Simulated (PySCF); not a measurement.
Correlation energy of Xe³⁺ (xenon, charge +3)

[Kr] 4d10 5s2 5p3, high-spin 4S determinant. Computed with PySCF 2.14 in x2c-SVPall (6s5p3d, 36 functions), with scalar relativity by spin-free X2C-1e. Frozen: [Kr] 4d10; 5 electrons correlated.

MP2 pair energies summed by pair of shells (mhartree):

```csv
pair,energy,share (%)
5s-5p,-25.58,68.8
5p-5p,-8.32,22.4
5s-5s,-3.26,8.8
```

Total MP2 correlation energy: -37.16 mhartree.

Same-spin part -9.16 and opposite-spin part -27.99 mhartree; SCS-MP2 scales them by 1/3 and 6/5 to -36.65 mhartree.

| level | correlation energy (mhartree) |
| --- | --- |
| CCSD | -47.61 |
| (T) | -0.32 |
| CCSD(T) | -47.93 |

Diagnostics: T1 = 0.0032, D1 = 0.0056, largest double amplitude 0.053.

Cost of the coupled-cluster step: 0.08 s of wall time on 1 thread of Neoverse-V2 (shared host), for 5 correlated electrons.

Iterations:

```
CC2 = 0
CCSD nocc = (np.int64(4), np.int64(1)), nmo = (13, 13)
frozen orbitals [[0, 1, 2, 3, 4, 5, 6, 7, 8, 9, 10, 11, 12, 13, 14, 15, 16, 17, 18, 19, 20, 21, 22], [0, 1, 2, 3, 4, 5, 6, 7, 8, 9, 10, 11, 12, 13, 14, 15, 16, 17, 18, 19, 20, 21, 22]]
max_cycle = 100
direct = 0
conv_tol = 1e-08
conv_tol_normt = 1e-06
diis_space = 8
diis_start_cycle = 0
Init t2, MP2 energy = -0.0371555978953716
Init E_corr(UCCSD) = -0.0371555978971937
cycle = 1  E_corr(UCCSD) = -0.0450927022764329  dE = -0.00793710438  norm(t1,t2) = 0.031494
cycle = 2  E_corr(UCCSD) = -0.0469410486124869  dE = -0.00184834634  norm(t1,t2) = 0.00863227
cycle = 3  E_corr(UCCSD) = -0.0476133221189403  dE = -0.000672273506  norm(t1,t2) = 0.00269012
cycle = 4  E_corr(UCCSD) = -0.0476061056113337  dE = 7.21650761e-06  norm(t1,t2) = 0.000249742
cycle = 5  E_corr(UCCSD) = -0.0476071127182864  dE = -1.00710695e-06  norm(t1,t2) = 1.95557e-05
cycle = 6  E_corr(UCCSD) = -0.0476068701740388  dE = 2.42544248e-07  norm(t1,t2) = 2.81317e-06
cycle = 7  E_corr(UCCSD) = -0.0476069558434618  dE = -8.5669423e-08  norm(t1,t2) = 3.81307e-07
cycle = 8  E_corr(UCCSD) = -0.0476069470515906  dE = 8.79187118e-09  norm(t1,t2) = 6.07175e-08
UCCSD converged
E(UCCSD) = -7440.46314241761  E_corr = -0.04760694705159059
UCCSD(T) correction = -0.000315600745797351
```
